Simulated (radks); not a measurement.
Q: All-electron atom: K10+ in [He] 2s2 2p5 (the NIST ground configuration). Method: Dirac Kohn-Sham, BLYP, spin-unpolarised, spherical densities, finite nucleus; open shells fill j = l - 1/2 first; Fermi nuclear charge, rms radius 3.4349 fm; computed with a radial shooting solver on a logarithmic mesh with Libxc functionals. Some entries of the table are withheld. Estimate them.

orbital,occ.,eigenvalue (eV),<1/r> (bohr^-1),<r^2> (bohr^2)
1s1/2,2,(1),(2),(3)
2s1/2,2,-606.0920,3.942,0.1656
2p1/2,2,-540.4049,3.875,0.1357
2p3/2,3,-537.2146,3.839,0.1373

A: 
(1) 1s1/2 eigenvalue (eV): -3814.325
(2) 1s1/2 <1/r> (bohr^-1): 18.73
(3) 1s1/2 <r^2> (bohr^2): 0.008808
